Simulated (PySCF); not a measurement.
Compound: C6H10NOP.
SMILES with atom numbers: `[CH3:1]/[CH:2]=[CH:3]\[P@H:4](=[O:5])[CH2:6][CH2:7][C:8]#[N:9]` (hydrogens: H10, H11, H12 on C1; H13 on C2; H14 on C3; H15 on P4; H16, H17 on C6; H18, H19 on C7)

Structure used (PBE0-D3(BJ)/def2-SVP), in Å, numbered top down from 1:
```xyz
19
C6H10NOP angstrom
C      2.2819    0.6734   -0.6613
C      2.2773   -0.8089   -0.8206
C      1.3344   -1.6693   -0.4136
P     -0.1874   -1.2958    0.4781
O     -0.7995   -2.4680    1.1781
C     -1.3312   -0.5758   -0.7589
C     -2.7204   -0.3671   -0.1502
C     -2.7489    0.7329    0.8073
N     -2.7318    1.6113    1.5604
H      3.2190    1.0077   -0.1879
H      1.4417    1.0516   -0.0631
H      2.2438    1.1623   -1.6491
H      3.1505   -1.2282   -1.3373
H      1.4562   -2.7431   -0.5959
H      0.1366   -0.1761    1.3018
H     -1.3976   -1.3164   -1.5711
H     -0.9187    0.3535   -1.1829
H     -3.0250   -1.2908    0.3702
H     -3.4662   -0.1634   -0.9346
```

Level of theory: TDDFT CAM-B3LYP/def2-SVPD, vertical, gas phase, core orbitals frozen in the response in PySCF.

```json
{"state": "S1", "λ (nm)": "202.3", "E (eV)": "6.13", "f": "0.0090", "main configurations (H = HOMO, L = LUMO)": "H-1→L (77%), H→L (10%)"}
{"state": "S2", "λ (nm)": "193.0", "E (eV)": "6.43", "f": "0.036", "main configurations (H = HOMO, L = LUMO)": "H→L (83%), H-1→L (12%)"}
{"state": "S3", "λ (nm)": "178.5", "E (eV)": "6.95", "f": "0.396", "main configurations (H = HOMO, L = LUMO)": "H-2→L (87%)"}
{"state": "S4", "λ (nm)": "170.2", "E (eV)": "7.28", "f": "0.0081", "main configurations (H = HOMO, L = LUMO)": "H→L+2 (31%), H→L+6 (19%), H→L+1 (12%)"}
{"state": "S5", "λ (nm)": "167.7", "E (eV)": "7.39", "f": "0.026", "main configurations (H = HOMO, L = LUMO)": "H-1→L+2 (27%), H-1→L+6 (22%), H-1→L+1 (15%)"}
{"state": "S6", "λ (nm)": "164.9", "E (eV)": "7.52", "f": "0.025", "main configurations (H = HOMO, L = LUMO)": "H-2→L+2 (29%), H→L+1 (24%), H→L+2 (12%)"}
{"state": "S7", "λ (nm)": "163.1", "E (eV)": "7.60", "f": "0.0006", "main configurations (H = HOMO, L = LUMO)": "H-3→L+5 (17%), H-3→L+7 (14%), H-3→L+3 (11%)"}
{"state": "S8", "λ (nm)": "161.0", "E (eV)": "7.70", "f": "0.0041", "main configurations (H = HOMO, L = LUMO)": "H→L+3 (24%), H→L+4 (15%), H→L+1 (14%)"}
{"state": "S9", "λ (nm)": "157.9", "E (eV)": "7.85", "f": "0.0040", "main configurations (H = HOMO, L = LUMO)": "H-5→L (65%)"}
{"state": "S10", "λ (nm)": "156.4", "E (eV)": "7.93", "f": "0.032", "main configurations (H = HOMO, L = LUMO)": "H→L+1 (18%), H→L+3 (9%)"}
```

Triplets (Tamm–Dancoff): T1 4.12 eV, H-2→L (59%), H→L (28%); T2 5.84 eV, H-1→L (75%), H-2→L (12%); T3 6.16 eV, H→L (61%), H-2→L (19%), H-1→L (10%); T4 6.29 eV, H-3→L+4 (20%), H-4→L+5 (12%), H-4→L+7 (11%).

The lowest singlet comes at 202 nm (591 kJ/mol) in the ultraviolet; it is weak; its leading configuration is HOMO-1→LUMO (77%). The most intense listed level is S3 at 6.95 eV (178 nm, f = 0.396), 0.82 eV above S1. Löwdin shares by element: HOMO oxygen 44%, carbon 16% or more, phosphorus 14% (atoms not listed hold the other 25%); LUMO carbon 66% or more, phosphorus 10% (atoms not listed hold the other 24%). Weighted by f, the mean energy of these states is 7.02 eV. The oscillator strengths of these states sum to 0.541; summed over the whole spectrum of an exact calculation they would give the number of electrons, 76 (Thomas–Reiche–Kuhn). Orbital energies (eV): HOMO-3 -10.95, HOMO-2 -9.78, HOMO-1 -9.47, HOMO -9.34, LUMO 0.02, LUMO+1 0.89, LUMO+2 1.09. All these states lie below the vertical ionisation energy of 10.04 eV (ΔSCF). The window holds the lowest 10 singlets.

One conformer stands for the species.
